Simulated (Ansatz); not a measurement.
Relaxation of a periodic cell of 17 atoms, TiSi16 (host Si, host structure diamond, interstitial Ti), to a largest force component of 0.03 eV/Å in at most 60 steps.

The calculation used Ansatz, DFT PBE-D3(BJ), scalar-relativistic, plane waves, PAW. Settings: PAW set soft_1, cutoff 420 eV, k mesh 2x2x2, gaussian smearing 0.05 eV, no spin polarisation.

```xyz
17
Lattice="0.0000 5.4300 5.4300 5.4300 0.0000 5.4300 5.4300 5.4300 0.0000" Properties=species:S:1:pos:R:3:forces:R:3
Si 0.000 0.000 0.000 -0.01 -0.01 -0.01
Si 1.357 1.357 1.357 -0.26 -0.27 -0.26
Si 2.715 2.715 0.000 0.01 0.02 0.77
Si 4.072 4.072 1.357 0.26 0.26 -0.24
Si 2.715 0.000 2.715 0.04 0.63 0.04
Si 4.072 1.357 4.072 0.25 -0.24 0.25
Si 5.430 2.715 2.715 -0.55 -0.03 0.02
Si 6.787 4.072 4.072 -1.07 1.05 1.02
Si 0.000 2.715 2.715 0.73 0.03 0.01
Si 1.357 4.072 4.072 -0.24 0.25 0.26
Si 2.715 5.430 2.715 -0.02 -0.64 -0.01
Si 4.072 6.787 4.072 1.29 -1.31 1.27
Si 2.715 2.715 5.430 0.01 -0.02 -0.51
Si 4.072 4.072 6.787 0.93 0.94 -0.97
Si 5.430 5.430 5.430 0.01 0.01 0.01
Si 6.787 6.787 6.787 -0.76 -0.76 -0.77
Ti 8.180 8.144 8.197 -0.60 0.08 -0.88
```

**Question.** Where does it end, and by what steps?

**Answer.** It converged. Limits of this set-up: coarse k mesh. After 3 steps the energy has fallen by 0.406 eV; Si8 moved furthest, 0.08 Å.

```csv
step,energy less start (eV),largest force component (eV/Å),accepted
0,0.0000,1.313,yes
1,-0.3775,0.385,yes
2,-0.4041,0.061,yes
3,-0.4057,0.003,yes
```

```xyz
17
Lattice="0.0000 5.4300 5.4300 5.4300 0.0000 5.4300 5.4300 5.4300 0.0000" Properties=species:S:1:pos:R:3
Si 0.003 -0.001 0.004
Si 1.344 1.341 1.345
Si 2.716 2.716 0.039
Si 4.090 4.088 1.345
Si 2.718 0.036 2.719
Si 4.092 1.340 4.093
Si 5.396 2.714 2.719
Si 6.744 4.117 4.120
Si 0.038 2.716 2.717
Si 1.344 4.088 4.092
Si 2.716 5.393 2.717
Si 4.118 6.744 4.118
Si 2.718 2.714 5.397
Si 4.120 4.118 6.745
Si 5.431 5.432 5.431
Si 6.745 6.742 6.746
Ti 8.147 8.146 8.147
```

Run time: 28 s on 1 thread of Arm Neoverse V1, on a shared host, peak memory 0.55 GiB.
